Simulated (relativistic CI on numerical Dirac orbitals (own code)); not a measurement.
Calculated at this level of theory: Dirac-Coulomb-Breit CI, separate exchange-only KLI orbitals for each configuration, a model potential for QED, unscaled Slater integrals (own radial code, finite nucleus).

CI space (outside the closed core [Ne]): 3s2.3p6.3d7, 3s2.3p5.3d8, 3s2.3p4.3d9, 3s.3p6.3d8, 3p6.3d9, 3s.3p5.3d9, 3s2.3p6.3d6.4s, 3s2.3p6.3d6.4p, 3s2.3p4.3d8.4s, 3s2.3p6.3d6.4d, 3s2.3p4.3d8.4p, 3s2.3p5.3d7.4s, 3s2.3p6.3d6.4f, 3s2.3p4.3d8.4d, 3s.3p5.3d8.4s, 3s2.3p5.3d7.4p, 3s.3p5.3d8.4p, 3s2.3p5.3d7.4d, 3s2.3p6.3d5.4s2, 3s.3p5.3d8.4d, 3s.3p6.3d7.4s, 3p6.3d8.4s, 3s2.3p6.3d5.4s.4p, 3s2.3p5.3d7.4f, 3s2.3p6.3d6.5s, 3p6.3d8.4p, 3s.3p6.3d7.4p, 3s2.3p6.3d5.4p2, 3s2.3p6.3d6.5p, 3s2.3p5.3d6.4s2, 3p6.3d8.4d, 3s2.3p6.3d6.5d, 3s2.3p6.3d6.5f, 3s.3p6.3d6.4s2, 3s2.3p5.3d7.5s, 3s2.3p6.3d6.6s. Levels of other configurations are missing.

At this charge energies of transitions that change n are usually good to better than 1 %, and those within a shell (Δn = 0) to a few per cent.

Outline of the computed level scheme of Pb LVIII. Lowest level of each configuration: 3s2.3p6.3d7 4F_9/2 at 0.000 eV; 3s2.3p5.3d8 4G°_11/2 at 503.818 eV.

Some strong electric-dipole decays among the lowest 45 levels: 3s2.3p5.3d8 4D°_7/2 → 3s2.3p6.3d7 4F_9/2 (3.0e+12 s⁻¹); 3s2.3p5.3d8 2G°_7/2 → 3s2.3p6.3d7 4F_9/2 (2.5e+12 s⁻¹); 3s2.3p5.3d8 4S°_3/2 → 3s2.3p6.3d7 4P_5/2 (2.5e+12 s⁻¹); 3s2.3p5.3d8 2G°_9/2 → 3s2.3p6.3d7 2H_11/2 (2.3e+12 s⁻¹); 3s2.3p5.3d8 2P°_3/2 → 3s2.3p6.3d7 2D_5/2 (2.2e+12 s⁻¹); 3s2.3p5.3d8 2P°_1/2 → 3s2.3p6.3d7 2P_3/2 (1.9e+12 s⁻¹); 3s2.3p5.3d8 4D°_5/2 → 3s2.3p6.3d7 4F_7/2 (1.6e+12 s⁻¹); 3s2.3p5.3d8 2G°_7/2 → 3s2.3p6.3d7 2H_9/2 (1.6e+12 s⁻¹).

LS names give the leading component of a level, which can be under half, so a name can repeat, a term be missing and a line seem to break the LS rules.
